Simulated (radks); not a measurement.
The numbers below are computed, except where a source is named.
Species: neutral niobium. Configuration: [Kr] 4d4 5s1.

Level of theory: Dirac Kohn-Sham, PBE, spin-unpolarised, spherical densities, finite nucleus; open shells fill j = l - 1/2 first; Fermi nuclear charge, rms radius 4.324 fm (a radial shooting solver on a logarithmic mesh with Libxc functionals).

Energy parts (eV):
part                       energy
total                 -103949.556
kinetic                107600.555
electron-nucleus      -251040.765
Hartree                 42725.571
exchange-correlation    -3234.917

Orbitals (lengths in bohr, moments of r in powers of bohr; <r^-3> diverges for s and p1/2; r(90%) holds 90 % of the orbital's charge):
[
 {"orbital": "1s1/2", "occ.": "2", "eigenvalue (eV)": "-18799.16", "<r>": "0.03609", "<r^-3>": "-", "r(90%)": "0.0646", "small-component weight": "2.23e-02"},
 {"orbital": "2s1/2", "occ.": "2", "eigenvalue (eV)": "-2628.880", "<r>": "0.1577", "<r^-3>": "-", "r(90%)": "0.244", "small-component weight": "4.56e-03"},
 {"orbital": "2p1/2", "occ.": "2", "eigenvalue (eV)": "-2412.530", "<r>": "0.1346", "<r^-3>": "-", "r(90%)": "0.220", "small-component weight": "4.56e-03"},
 {"orbital": "2p3/2", "occ.": "4", "eigenvalue (eV)": "-2316.751", "<r>": "0.1391", "<r^-3>": "2211", "r(90%)": "0.226", "small-component weight": "4.42e-03"},
 {"orbital": "3s1/2", "occ.": "2", "eigenvalue (eV)": "-438.5143", "<r>": "0.4430", "<r^-3>": "-", "r(90%)": "0.655", "small-component weight": "1.20e-03"},
 {"orbital": "3p1/2", "occ.": "2", "eigenvalue (eV)": "-357.0521", "<r>": "0.4386", "<r^-3>": "-", "r(90%)": "0.664", "small-component weight": "1.15e-03"},
 {"orbital": "3p3/2", "occ.": "4", "eigenvalue (eV)": "-341.5393", "<r>": "0.4491", "<r^-3>": "362.6", "r(90%)": "0.679", "small-component weight": "1.11e-03"},
 {"orbital": "3d3/2", "occ.": "4", "eigenvalue (eV)": "-197.7165", "<r>": "0.4310", "<r^-3>": "52.17", "r(90%)": "0.691", "small-component weight": "9.93e-04"},
 {"orbital": "3d5/2", "occ.": "6", "eigenvalue (eV)": "-194.8288", "<r>": "0.4345", "<r^-3>": "49.85", "r(90%)": "0.696", "small-component weight": "9.81e-04"},
 {"orbital": "4s1/2", "occ.": "2", "eigenvalue (eV)": "-58.2318", "<r>": "1.160", "<r^-3>": "-", "r(90%)": "1.69", "small-component weight": "2.60e-04"},
 {"orbital": "4p1/2", "occ.": "2", "eigenvalue (eV)": "-35.8158", "<r>": "1.283", "<r^-3>": "-", "r(90%)": "1.91", "small-component weight": "2.15e-04"},
 {"orbital": "4p3/2", "occ.": "4", "eigenvalue (eV)": "-33.7222", "<r>": "1.314", "<r^-3>": "48.98", "r(90%)": "1.96", "small-component weight": "2.06e-04"},
 {"orbital": "4d3/2", "occ.": "4", "eigenvalue (eV)": "-3.0607", "<r>": "2.206", "<r^-3>": "2.888", "r(90%)": "3.72", "small-component weight": "8.67e-05"},
 {"orbital": "4d5/2", "occ.": "0", "eigenvalue (eV)": "-2.9073", "<r>": "2.242", "<r^-3>": "2.714", "r(90%)": "3.79", "small-component weight": "8.45e-05"},
 {"orbital": "5s1/2", "occ.": "1", "eigenvalue (eV)": "-3.9555", "<r>": "3.738", "<r^-3>": "-", "r(90%)": "5.63", "small-component weight": "2.67e-05"}
]

The highest occupied level is 4d3/2 at -3.061 eV. The density falls to 0.001 e/bohr^3 at r = 4.82 bohr. Summed over all electrons, <r^2> = 60.07 bohr^2, which gives a Langevin (diamagnetic) susceptibility term of -47.6 x 10^-6 cm^3/mol. For comparison, the ionisation energy in NIST's Atomic Spectra Database is 6.759 eV (measured). In exact Kohn-Sham theory the highest level is minus the ionisation energy, but local and semilocal functionals leave it too shallow, through self-interaction and a potential that decays too fast; potentials with the right tail come closer. The electron density at the nucleus is 8.25e+04 e/bohr^3.

Beside tabulated values, note that spin-unpolarised runs miss the spin-polarisation part of the exchange energy of open shells.
